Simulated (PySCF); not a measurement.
**Dipole moment and polarisability of `C=C1C[C@]1(F)OCC`**

Compound: C₆H₉FO.
Structure used (GFN2-xTB), in Å, numbered top down from 1:
```
atom  x, y, z in Å
C1    -3.105    0.642    0.430
C2    -1.952    0.093    0.148
C3    -1.182   -1.094   -0.266
C4    -0.503    0.238   -0.006
F5    -0.068    0.897   -1.148
O6     0.300    0.463    1.064
C7     1.546   -0.240    1.084
C8     2.607    0.399    0.197
H9    -3.180    1.681    0.705
H10   -4.020    0.073    0.399
H11   -1.264   -1.429   -1.291
H12   -1.030   -1.887    0.452
H13    1.384   -1.286    0.792
H14    1.853   -0.206    2.132
H15    2.736    1.443    0.469
H16    3.552   -0.122    0.329
H17    2.320    0.347   -0.850
```

Level: PBE0/def2-SVPD (PySCF), static field, nuclei fixed, core orbitals frozen in the response. The polarisability tensor in these axes (au):

```
x   100.18  -5.91  -1.53
y    -5.91  70.15   2.18
z    -1.53   2.18  63.53
```

**Question.** Give the principal values, the mean and the anisotropy Δα = √{½[(α1 − α2)² + (α2 − α3)² + (α1 − α3)²]}.

**Answer.** Principal values 62.87, 69.59 and 101.39 au; mean 77.95 au = 11.55 Å³ = 12.85 × 10⁻⁴⁰ C²·m²/J; Δα = 35.64 au (46 % of the mean).

**Question.** What is the dipole moment, and where does it point?

**Answer.** (0.15, -1.83, 0.61) D, 1.94 D in size, pointing from the negative to the positive side. Measured along this direction, the outermost atoms are H9 at the negative end and H12 at the positive end.

**Question.** Find the Langevin capture rate constant for H3+ (3.023 u) meeting this molecule (116.064 u), k = 2.342 × 10⁻⁹ cm³/s × √(α in Å³ / reduced mass in u).

**Answer.** The reduced mass is 2.95 u, so k = 4.64 × 10⁻⁹ cm³/s. The formula leaves out the permanent dipole, which adds to the capture rate.

**Question.** Along which axes do the principal values lie, and how far do the nuclei extend along each?

**Answer.** Largest value along (0.98, -0.19, -0.05), where the nuclei span 7.47 Å; middle along (0.20, 0.94, 0.29), 3.98 Å; least along (-0.01, -0.29, 0.96), 3.45 Å. The response follows the extents in order.

**Question.** Refractivity n − 1 of an ideal gas of it at 500 K and 1 atm, from the electronic α?

**Answer.** N = p/kT = 1.4678 × 10¹⁹ cm⁻³, so n − 1 = 2π × N × 11.55 × 10⁻²⁴ cm³ = 1065 × 10⁻⁶ at long wavelengths.

**Question.** Estimate the molar refractivity from the static electronic polarisability.

**Answer.** Lorentz–Lorenz: R = (4π/3)N_A α = 2.5225 cm³/(mol·Å³) × 11.55 Å³ = 29.1 cm³/mol, in the limit of long wavelengths.

One conformer (not necessarily the lowest) at the GFN2-xTB geometry, without solvent, vibrations or thermal averaging.
